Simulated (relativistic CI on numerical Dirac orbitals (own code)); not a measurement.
**Slater and spin-orbit integrals, Ta LXV**

Calculated at this level of theory: Dirac-Coulomb-Breit CI, orbitals from a KLI potential per configuration, model QED, unscaled Slater integrals (own radial code, finite nucleus).

Slater integrals F^k, G^k are unscaled and averaged over j, outside the closed core 1s2; ζ comes from projecting the Hamiltonian with its Breit term on Σ l·s of the shell.

- 2s2 2p5: ζ(2p) = 7.012e+06 cm⁻¹; <r>(2p) = 0.06824, <r^2>(2p) = 0.005689 (bohr units).
- 2s2 2p4 3s: F^2(2p,2p) = 1.3814e+06, ζ(2p) = 7.0944e+06, G^1(2p,3s) = 149080 cm⁻¹; <r>(2p) = 0.06789, <r^2>(2p) = 0.005629, <r>(3s) = 0.1821, <r^2>(3s) = 0.03791 (bohr units).
- 2p6 3p: ζ(3p) = 1.9756e+06 cm⁻¹; <r>(3p) = 0.1774, <r^2>(3p) = 0.03648 (bohr units).

Averages of the first 10 configurations, taken without configuration mixing, which lowers the lowest level and can move excited configurations by several eV; other configurations of the list can lie among them:

```tsv
Configuration	Parity	States	Average energy above the lowest level (eV)
2s2 2p5	odd	6	435.9
2s 2p6	even	2	1776.7
2p6 3s	even	2	11782.3
2s2 2p4 3s	even	30	9110.0
2p6 3p	odd	6	12151.5
2p6 3d	even	10	12471.4
2s2 2p4 3p	odd	90	9490.5
2s2 2p4 3d	even	150	9810.7
2s 2p5 3s	odd	24	10415.6
2s 2p5 3p	even	72	10790.5
```
